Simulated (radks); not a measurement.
Spherical quantum dot in the effective-mass picture: electrons in a hard-walled sphere of radius 1.54, all in effective atomic units (hartree* = m*/eps^2 hartree, bohr* = eps/m* bohr), one dielectric constant everywhere. Method: non-relativistic Kohn-Sham, LDA (Slater exchange, Perdew-Wang correlation), spin-polarised, spherical densities; computed with a radial shooting solver with Libxc functionals. Levels are named by radial order and angular momentum (1s, 1p, 1d, 2s, ...), and open shells are averaged over m. Results are scaled to m* = 0.077 and eps = 9.7, for which hartree* = 22.27 meV and bohr* = 6.666 nm.

N = 15, configuration 1s2 1p6 1d(up 5, down 2). This is the lowest configuration that the search found. Occupied and some empty levels:

| level | occupation | eigenvalue (meV) | <r> (nm) |
|---|---|---|---|
| 1s up | 1 | 341.34 | 5.926 |
| 1s down | 1 | 343.92 | 5.906 |
| 1p up | 3 | 377.03 | 6.553 |
| 1p down | 3 | 379.89 | 6.547 |
| 1d up | 5 | 429.13 | 6.966 |
| 1d down | 2 | 432.10 | 6.965 |
| 2s up | 0 | 482.58 | 4.857 |
| 2s down | 0 | 484.18 | 4.864 |
| 1f up | 0 | 495.55 | 7.270 |
| 1f down | 0 | 498.55 | 7.271 |
| 2p up | 0 | 572.86 | 5.447 |
| 2p down | 0 | 574.78 | 5.445 |

Energy (meV): total 3785.49, kinetic 1813.8, external 0, Hartree 2276.7, exchange-correlation -305.03.
